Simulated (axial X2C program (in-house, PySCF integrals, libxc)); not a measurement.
SnS⁻ along the bond: PBE0, with spin–orbit coupling

Computed with an in-house all-electron X2C program for linear molecules (integrals from PySCF). Two-component (2c) means X2C with spin–orbit coupling and atomic mean-field two-electron Coulomb and Gaunt terms. Basis: Sn dyall-acv3z [12s13p10d5f1g], S dyall-av3z [9s8p3d2f] (cores contracted in-house); Gaussian nuclei, density fitting, unrestricted open shells. Masses: Sn 119.902 u, S 31.972 u.

State: Ω = 1/2 (⟨Sz⟩ = -0.50, ⟨Lz⟩ = 1.00 at PBE0). Dipoles are positive if S is the positive end and refer to the centre of mass.

Results along the bond:

```tsv
R (Å)	μ (D)	HOMO (eV)	LUMO (eV)
2.010	-1.223	1.08	2.37
2.102	-2.037	0.95	2.33
2.171	-2.625	0.84	2.27
2.241	-3.192	0.73	2.21
2.310	-3.739	0.62	2.13
2.391	-4.349	0.48	2.03
2.472	-4.931	0.35	1.93
2.576	-5.635	0.18	1.78
2.703	-6.415	-0.01	1.61
2.888	-7.191	-0.25	1.38
```

Occupations by symmetry block were frozen at the best pattern of an incomplete PBE0 search. Density functionals use the spin component along the axis (collinear). The functionals have no current-density term, which raises determinants with orbital currents, atoms included. The highest occupied level of some functionals is positive through self-interaction error; at Hartree–Fock it is bound. The LUMO of an anion is an unbound level whose energy the basis sets.
